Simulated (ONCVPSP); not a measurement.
**Cutoff test, copper (Cu), ONCV**

copper (Cu), optimised norm-conserving Vanderbilt (ONCV), made with ONCVPSP 4.0.1 (revPBE, scalar-relativistic). Core [Ne], reference 3s2 3p6 3d10 4s0.5 (charge +0.5). Waves: 3s+4s: rc 1.30 bohr, ncon 4, nbas 9, qcut 7.1 1/bohr, 2 projectors; 3p: rc 1.05 bohr, ncon 5, nbas 9, qcut 10.2 1/bohr, 2 projectors, debl 1.8 Ha; 3d: rc 1.00 bohr, ncon 4, nbas 9, qcut 14.5 1/bohr, 2 projectors, debl 1.9 Ha. Local part: polynomial inside 0.90 bohr (lpopt 5, dvloc0 0 Ha). Core correction: polynomial model core, fcfact 0.15.

In the p channel the program set the typed energies aside and used -2.799, 0.250 Ha.

Problem. For each optimised wave give the share of its norm inside rc, the residual kinetic energy above qcut (Ha) and the cutoffs (Ha) for errors of 10, 1, 0.1 and 0.01 mHa per electron.

Solution.

```csv
wave,norm inside rc,residual KE,10 mHa,1 mHa,0.1 mHa,0.01 mHa
3s,0.969,2.1e-05,12.9,16.6,19.7,84.0
4s,0.048,6.7e-05,8.9,12.6,21.8,107.7
3p,0.847,6.0e-05,34.9,43.4,50.6,77.3
p projector 2,0.043,1.1e-05,26.6,36.9,45.0,53.0
3d,0.602,2.8e-05,74.4,87.6,98.1,217.4
d projector 2,0.119,2.3e-05,71.2,86.6,98.3,123.3
```

The occupied waves need 88 Ha and 98 Ha for 1 and 0.1 mHa.
